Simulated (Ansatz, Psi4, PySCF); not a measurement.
ClIn, charge +1, doublet, at a GFN2-xTB geometry (such geometries of metal compounds can be far from the true shape) (a state made from the parent by changing its charge; the spin is typed, not shown lowest) (core potentials on In). Base run: PySCF with BHANDHLYP/def2-TZVP.

PySCF was given this input:
```python
from pyscf import gto, scf, dft

mol = gto.Mole()
mol.atom = '''
    In   -0.000000   -0.000000   -0.646466
    Cl    0.000000    0.000000    1.863344
'''
mol.basis = 'def2-tzvp'
mol.ecp = {'In': 'def2-tzvp'}
mol.charge = 1
mol.spin = 1
mol.verbose = 4
mol.build()

mf = dft.UKS(mol)
mf.xc = 'bhandhlyp'
mf.kernel()
```

The same geometry, method and basis name were run in Ansatz (a quantum-chemistry and plane-wave program) and Psi4 and PySCF, at each program's defaults and at the settings that a row names. The base is PySCF at its defaults. Differences at the defaults can come from grids, fitting, cores and function types together. The rows with settings made alike still differ; the cause (another SCF solution, basis table, core potential or functional code) wasn't traced.

```json
[
 {"code and settings": "PySCF, defaults (exact integrals, its default grid, spherical functions)", "ΔE vs base (mEh)": "0.000", "basis functions": "87", "E (Eh)": "-649.97938", "SCF cycles": "11"},
 {"code and settings": "Psi4, defaults (density fitting with its default set, its default grid, spherical functions)", "ΔE vs base (mEh)": "-26.175", "basis functions": "87", "E (Eh)": "-650.00555", "SCF cycles": "10"},
 {"code and settings": "Ansatz, defaults (factorised integrals, its default grid, spherical functions)", "ΔE vs base (mEh)": "-26.159", "basis functions": "87", "E (Eh)": "-650.00554", "SCF cycles": "-"},
 {"code and settings": "PySCF, density fitting with def2-universal-jkfit", "ΔE vs base (mEh)": "-0.004", "basis functions": "87", "E (Eh)": "-649.97938", "SCF cycles": "11"},
 {"code and settings": "PySCF, fine grid", "ΔE vs base (mEh)": "-0.001", "basis functions": "87", "E (Eh)": "-649.97938", "SCF cycles": "11"},
 {"code and settings": "Psi4, exact integrals, spherical functions, fine grid", "ΔE vs base (mEh)": "-26.174", "basis functions": "87", "E (Eh)": "-650.00555", "SCF cycles": "13"},
 {"code and settings": "Ansatz, high accuracy", "ΔE vs base (mEh)": "-26.173", "basis functions": "87", "E (Eh)": "-650.00555", "SCF cycles": "-"}
]
```

Open shells are given as the SCF converged; they aren't shown to be the lowest states, and a large step between rows can be another state.
